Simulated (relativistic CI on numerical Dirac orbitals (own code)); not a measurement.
## Te: calculation against measurement

Calculated at this level of theory: Dirac-Coulomb-Breit CI, KLI orbitals optimised for each configuration, model QED, valence Slater integrals scaled by 0.85, P86 correlation estimate, and configurations built on the next ion tied to the tabulated ionisation energy (semi-empirical) (own radial code, finite nucleus).

Configuration list (outside the closed core [Kr] 4d10): 5s2 5p4, 5s2 5p3 6s, 5s2 5p3 6p, 5s2 5p3 5d, 5s2 5p3 6d, 5s2 5p3 7s, 5s2 5p3 5f, 5s2 5p3 6f, 5s 5p5, 5s2 5p2 5d2, 5s2 5p3 7p, 5s2 5p3 4f, 5s2 5p3 7d, 5s2 5p3 5g, 5s2 5p3 7f, 5p6. Levels of other configurations are missing.

```
Configuration  Term (tabulated)  J  Measured (cm⁻¹)  Computed  Error  Purity (%)
      5s2 5p4                3P  2              0.0         0      0          93
      5s2 5p4              3P †  0           4706.5      4356   -350          84
      5s2 5p4              3P †  1           4750.7      4685    -66          99
      5s2 5p4                1D  2          10557.9     11440    882          93
      5s2 5p4                1S  0          23198.4     20496  -2702          82
   5s2 5p3 6s               5S°  2          44253.0     44784    531          94
   5s2 5p3 6s               3S°  1          46652.7     47581    928          91
   5s2 5p3 6p                5P  1          54160.1     53900   -260          92
   5s2 5p3 6p                5P  2          54199.1     53954   -245          89
   5s2 5p3 6p                5P  3          54535.3     54201   -335          94
   5s2 5p3 6s               3D°  1          54683.9     56805   2121          57
   5s2 5p3 6s               3D°  2          54880.1     57069   2189          58
   5s2 5p3 6p                3P  1          55355.7     55135   -220          91
   5s2 5p3 6p                3P  2          55667.8     55350   -318          89
   5s2 5p3 5d               5D°  3          55677.7     56364    687          89
   5s2 5p3 6p                3P  0          55809.1     55468   -341          97
   5s2 5p3 5d               5D°  4          55816.2     56376    560          92
   5s2 5p3 5d               5D°  2          55817.3     56317    500          80
   5s2 5p3 5d               5D°  0          55826.5     56454    628          92
   5s2 5p3 5d               5D°  1          55851.5     56329    478          70
   5s2 5p3 6s               1D°  2          57114.2     60256   3142          56
   5s2 5p3 5d             3D° †  2          58592.4     58596      3          66
   5s2 5p3 5d             3D° †  1          58746.1     59493    747          80
   5s2 5p3 5d             3D° †  3          58827.0     59696    869          58
```

Measured levels from NIST Handbook of Basic Atomic Spectroscopic Data (Sansonetti and Martin, J. Phys. Chem. Ref. Data 34, 1559 (2005)); pairs were made by configuration, J and term (by order where the table uses no LS term), so strongly mixed levels may be paired wrongly.

Mean error by configuration (cm⁻¹): 5s2 5p4 -910; 5s2 5p3 6s 1782; 5s2 5p3 6p -287; 5s2 5p3 5d 570. Over the excited levels the mean absolute error is 948 cm⁻¹ (23 of the 23 excited levels that our extract of the source holds in range could be paired), and the median relative error of those above 1,000 cm⁻¹ is 1.1 %. † marks terms whose computed intervals miss the measured ones by more than a factor of 2.5, or configurations far off the rest, from wrong mixing, a near crossing or a doubtful label or measurement; they are left out of the means.

Transition probabilities of persistent lines. The last column rescales the computed rate by the cube of measured over computed energy:

```csv
λ measured (Å),Lower,Upper,A tabulated (s⁻¹),A computed,A rescaled
2142.82 air,5s2 5p4 3P_2,5s2 5p3 6s 3S°_1,3.11e+08,3.77e+08,3.55e+08
2259.03 air,5s2 5p4 3P_2,5s2 5p3 6s 5S°_2,1.30e+07,1.16e+07,1.12e+07
2383.28 air,5s2 5p4 3P_0,5s2 5p3 6s 3S°_1,4.00e+07,5.78e+07,5.28e+07
2385.79 air,5s2 5p4 3P_1,5s2 5p3 6s 3S°_1,8.10e+07,1.20e+08,1.12e+08
```
